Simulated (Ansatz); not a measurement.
ClH₅NSi₂ (`[SiH2]N[SiH2]Cl`) radical, relaxed with UKS PBE0-D4/def2-TZVP in the Gaussian-basis code of Ansatz from a PBE-D4/def2-SVP geometry. The force threshold is 0.005 eV/Å; the program also tests the step.

The species carries charge 0 and has multiplicity 2.

Start:

```xyz
9

Si   -0.487    1.092   -1.402
N    -0.632    0.226    0.133
Si    0.496   -0.915    0.819
Cl    0.301   -2.843    0.030
H    -1.199    2.422   -1.270
H     0.994    1.297   -1.623
H    -1.582    0.176    0.519
H     1.877   -0.435    0.502
H     0.234   -1.020    2.291
```

(1) How much energy does the relaxation release, and in how many steps? (Estimate.)

(2) Which bonds change most? (An estimate is asked.)

(3) Give the relaxed structure. (An estimate is asked.)

Results:

(1) Ansatz gave: 1.28 kcal/mol, in 9 steps.

(2) Ansatz gave: Si1–N2 from 1.768 to 1.736 Å; N2–Si3 from 1.745 to 1.714 Å; Si3–Cl4 from 2.092 to 2.062 Å; Si1–H6 from 1.511 to 1.490 Å.

(3) Computed: 
```xyz
9

Si   -0.483    1.093   -1.371
N    -0.645    0.195    0.107
Si    0.483   -0.892    0.803
Cl    0.318   -2.809    0.062
H    -1.152    2.418   -1.214
H     0.978    1.256   -1.610
H    -1.581    0.154    0.489
H     1.844   -0.422    0.475
H     0.236   -0.992    2.258
```
